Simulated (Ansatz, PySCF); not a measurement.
Constitutional and geometric isomers with formula H4Cl2Si2. Isolated molecules, 0 K electronic values unless said otherwise. One relaxed conformer stands for each flexible species; it need not be the lowest. Strings in code marks are SMILES.

Quantity: vertical ionisation energy (energy after one electron is removed minus that of the parent at the parent's geometry), in eV.

Level 1: B3LYP/6-31G* // B3LYP-D3(BJ)/def2-TZVP (PySCF)
Level 2: SVWN5/6-31G* // B3LYP-D3(BJ)/def2-TZVP (PySCF)
Level 3: HF/6-31G* // B3LYP-D3(BJ)/def2-TZVP (PySCF)
Level 4: HF/cc-pVTZ // B3LYP-D3(BJ)/def2-TZVP (Ansatz, a first-principles code)

```tsv
species	level 1	level 2	level 3	level 4
`[SiH3][SiH](Cl)Cl`	10.23	9.95	10.30	10.04
`Cl[SiH2][SiH2]Cl` (Cl–Si–Si–Cl torsion 180°)	10.11	9.83	10.26	9.99
```
